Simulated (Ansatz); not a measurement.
H2Mg (SMILES [MgH2]) moved off its minimum; all values from Ansatz (a quantum-chemistry and plane-wave program), cores frozen in correlated methods.
(charge 0, multiplicity 1)
```xyz
3

Mg    -0.01046     0.02286     0.01154
H     -0.00416     0.01059    -1.68909
H     -0.01608     0.03212     1.64686
```

```
level                largest force (eV/Å)  on atom  rms difference from CCSD(T)/def2-TZVPPD (eV/Å)  dipole (D)
-------------------  --------------------  -------  ----------------------------------------------  ----------
HF/def2-TZVPP                        0.79       H3                                           0.010        0.15
PBE/def2-TZVPP                       0.82       H3                                           0.021        0.13
r2SCAN/def2-TZVPP                    0.75       H3                                           0.014        0.14
B3LYP/def2-TZVPP                     0.68       H3                                           0.046        0.14
wB97M-V/def2-TZVPP                   0.68      Mg1                                           0.066        0.15
MP2/def2-TZVPPD                      0.74       H3                                           0.024        0.15
CCSD(T)/def2-TZVPPD                  0.79       H3                                           0.000        0.14
```

The differences count from one level among others, with limits of its own. Forces at CCSD(T)/def2-TZVPPD (eV/Å):

| atom | Fx | Fy | Fz |
|---|---|---|---|
| Mg1 | 0.003 | -0.006 | -0.692 |
| H2 | 0.000 | 0.000 | -0.095 |
| H3 | -0.003 | 0.005 | 0.788 |
